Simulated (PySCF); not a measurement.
Relaxation of sextet RuF₃

Level of theory: UB3LYP in PySCF with Ru def2-SVP with ECP28, F def2-SVP; scalar-relativistic core potentials, no spin–orbit coupling; density-fitted integrals. A (50,194) grid was used.

A start displaced from a saddle point along its imaginary mode, of Cs symmetry, held to at least that symmetry:

```xyz
4
charge 0 multiplicity 6, angstrom
Ru    0.0642    0.0022    0.0000
F     1.9746   -0.0097    0.0000
F    -1.1644    1.5192    0.0000
F    -1.1545   -1.5214    0.0000
```

Optimiser trace:
```json
{"step": "0", "E − E(last) (kJ/mol)": "3.15", "largest gradient (Eh/bohr)": "0.01574"}
{"step": "1", "E − E(last) (kJ/mol)": "1.36", "largest gradient (Eh/bohr)": "0.00178"}
{"step": "2", "E − E(last) (kJ/mol)": "1.24", "largest gradient (Eh/bohr)": "0.00094"}
{"step": "3", "E − E(last) (kJ/mol)": "1.12", "largest gradient (Eh/bohr)": "0.00097"}
{"step": "4", "E − E(last) (kJ/mol)": "1.12", "largest gradient (Eh/bohr)": "0.00056"}
{"step": "5", "E − E(last) (kJ/mol)": "1.14", "largest gradient (Eh/bohr)": "0.00034"}
{"step": "6", "E − E(last) (kJ/mol)": "1.14", "largest gradient (Eh/bohr)": "0.00051"}
{"step": "7", "E − E(last) (kJ/mol)": "0.91", "largest gradient (Eh/bohr)": "0.00216"}
{"step": "8", "E − E(last) (kJ/mol)": "0.56", "largest gradient (Eh/bohr)": "0.00131"}
{"step": "9", "E − E(last) (kJ/mol)": "0.16", "largest gradient (Eh/bohr)": "0.00351"}
{"step": "10", "E − E(last) (kJ/mol)": "0.11", "largest gradient (Eh/bohr)": "0.00132"}
{"step": "11", "E − E(last) (kJ/mol)": "0.05", "largest gradient (Eh/bohr)": "0.00126"}
{"step": "12", "E − E(last) (kJ/mol)": "0.00", "largest gradient (Eh/bohr)": "0.00072"}
{"step": "13", "E − E(last) (kJ/mol)": "0.00", "largest gradient (Eh/bohr)": "0.00022"}
```

It ends at C2v with Ru–F 1.916 Å (×2), Ru–F 1.930 Å; F–Ru–F 114.0° (×2), F–Ru–F 132.0° (after a last refinement on a finer grid). The frequency run here used a shortcut that can spoil soft modes, so no verdict on minimum or saddle point is given. Other isomers or separated fragments may lie lower.

Final geometry:
```xyz
4
charge 0 multiplicity 6, angstrom
Ru   -0.0444   -0.0001    0.0000
F     1.8856    0.0062    0.0000
F    -0.8301    1.7476    0.0000
F    -0.8185   -1.7530    0.0000
```

Other spin states or occupations of the open shell can lie lower. At this level a doublet minimum of D3h symmetry lies 21 kJ/mol below this structure.

The relaxation took about 60 core-seconds on a shared host.
